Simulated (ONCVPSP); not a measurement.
Potentials for caesium (Cs) compared

Generated with ld1.x 7.5 (TM, RRKJ, ultrasoft, PAW), atompaw 4.2 or ONCVPSP 4.0.1. The cutoff is in Ry: for ld1.x and atompaw files where the sum of valence levels is converged to 10 mRy in a Bessel basis, for ONCV files where the hardest occupied wave has 1 mHa per electron of residual kinetic energy. The error is the largest all-electron minus pseudo excitation energy over each file’s own four to seven test configurations (ionisations up to +4, promotions, holes and added fractions of an electron), all of which were solved. The labels leave out finer settings (local radius, basis sizes, second energies), which also bear on the numbers. Spin-polarised tests are not counted. The rows are a selection from randomly drawn settings: files with unsolved tests, undetermined cutoffs or missed reference levels are left out.

| potential | cutoff (Ry) | largest error (meV) | bound ghosts |
| --- | --- | --- | --- |
| ONCV, LDA (Perdew-Wang 92), scalar-relativistic, rc 2.70/2.65/2.40 (spd), local smoothed, core correction yes, reference 5s2 5p6 6s1, qcut 4/5.5/3.5, projectors 2/2/2 | 16 | -132 | none |
| ONCV, LDA (Perdew-Wang 92), scalar-relativistic, rc 2.60/3.05/2.30 (spd), local d, core correction no, reference 5s2 5p6 6s0.5, qcut 3.6/3.8/4, projectors 2/2/0 | 10 | +12 | none |
| ONCV, PBE, scalar-relativistic, rc 1.70/2.20/2.05 (spd), local smoothed, core correction yes, reference 5s2 5p6, qcut 3.9/3.2/5.2, projectors 2/2/1 | 49 | +2.4 | none |
| ONCV, PBE, fully relativistic, rc 2.55/3.45/3.45 (spd), local smoothed, core correction yes, reference 5s2 5p6 6s0.5 6p0.5, qcut 4.2/4.9/2.4, projectors 2/2/1 | 12 | -3.3 | none |

Fill in the row for Cs: ONCV, PBE, scalar-relativistic, rc 3.15/5.64/4.05 (spd), local smoothed, core correction yes, reference 5s2 5p6 6s0.75 6p0.25, qcut 3.1/3.3/2, projectors 2/2/1.

cutoff 6 Ry, largest error -13 meV, bound ghosts: none.

Fill in the row for Cs: ONCV, PBE, scalar-relativistic, rc 2.75/2.30/2.30 (spd), local d, core correction no, reference 5s2 5p6 6s1, qcut 4.9/2.9/3.9, projectors 2/3/0.

cutoff 55 Ry, largest error -65 meV, bound ghosts: none.
